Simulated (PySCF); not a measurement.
## Working out the ionisation energy of O⁺

O⁺ [He] 2s2 2p3 (4S) → O²⁺ [He] 2s2 2p2 (3P). Computed with PySCF 2.14 in cc-pVTZ, with the non-relativistic Hamiltonian (point nucleus). Frozen: 1s2. Energies in hartree (1 hartree = 27.21139 eV):

```csv
part,O⁺ (lower),O²⁺ (upper)
UHF,-74.370374,-73.100027
CCSD correlation,-0.112698,-0.096443
(T),-0.001599,-0.001309
```

Problem. What does Hartree-Fock give?

Solution. (-73.100027) − (-74.370374) = 1.270347 hartree = 34.568 eV.

Problem. What do CCSD and CCSD(T) give?

Solution. The CCSD correlation energies differ by 0.016255 hartree = 0.442 eV and the triples by 0.000290 hartree = 0.008 eV, so CCSD gives 35.010 eV and CCSD(T) 35.018 eV.

Reference: 35.121 eV (measured; NIST Atomic Spectra Database, ionization energies), between the lowest levels; spin-orbit coupling is absent from the calculation.

What remains against the reference includes basis incompleteness, the frozen core and higher excitations.
